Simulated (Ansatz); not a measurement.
Two shapes of singlet AlCl₄(-).

Shape 1:

```xyz
5

Al   -0.0487   -0.0071   -0.0089
Cl    1.2104    1.2526    1.2165
Cl    1.2018   -1.2663   -1.2481
Cl   -1.2303    1.2710   -1.2078
Cl   -1.2438   -1.2684    1.2029
```

Shape 2:

```xyz
5

Al    0.0000    0.0000    0.0000
Cl    1.1487    1.1487    1.1487
Cl    1.1487   -1.1487   -1.1487
Cl   -1.1487    1.1487   -1.1487
Cl   -1.1487   -1.1487    1.1487
```

Basis set: 6-31G* (spherical functions). Frozen core: 25 orbitals. Charge -1, multiplicity 1.

Computed with Ansatz (development build ahead of 0.2.0); each method stands on the lowest determinant of its kind that the runs found.

Task: Which shape is lower in energy, and by how much in each method?

Result:

```json
{"method": "RHF", "E(2) − E(1) (eV)": "1.283"}
{"method": "RHF-MP2", "E(2) − E(1) (eV)": "1.116"}
```

Shape 1 is lower. Caution: no diffuse functions for an anion; no unrestricted run beside it, a lower state can exist.
